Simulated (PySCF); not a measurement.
**Electronic structure of Ru (ruthenium, neutral) at the UHF level**

Configuration: [Kr] 4d7 5s1, high-spin 5F determinant. All numbers are calculated (PySCF 2.14, scalar relativity through the core potential, in def2-SVP with the def2 core potential (28 electrons) (5s3p2d1f, 31 functions)).

* Total energy: -94.098669 hartree
* One-electron energy: -165.1756 hartree
* Hartree (Coulomb) energy: 80.5940 hartree
* Exchange energy: -9.5172 hartree
* ⟨S²⟩: 6.0030
* ⟨L²⟩: 12.042
* Sum of ⟨r⟩: 24.21 bohr
* Sum of ⟨r²⟩: 49.35 bohr²
* Time after the integrals: 0.12 s of wall time on 1 thread of Neoverse-V1 (shared host)

| shell | electrons | mean orbital energy (eV) | spread (eV) | rms radius, mean of both spins (bohr) |
| --- | --- | --- | --- | --- |
| 4s α | 1 | -97.294 | 0 | 1.10 |
| 4s β | 1 | -92.284 | 0 | 1.10 |
| 4p α | 3 | -62.360 | 0 | 1.22 |
| 4p β | 3 | -56.117 | 0 | 1.22 |
| 4d α | 5 | -11.440 | 1.015 | 1.83 |
| 4d β | 2 | -8.880 | 0 | 1.83 |
| 5s α | 1 | -6.486 | 0 | 3.81 |

Energies and moments cover only the electrons outside the core potential.
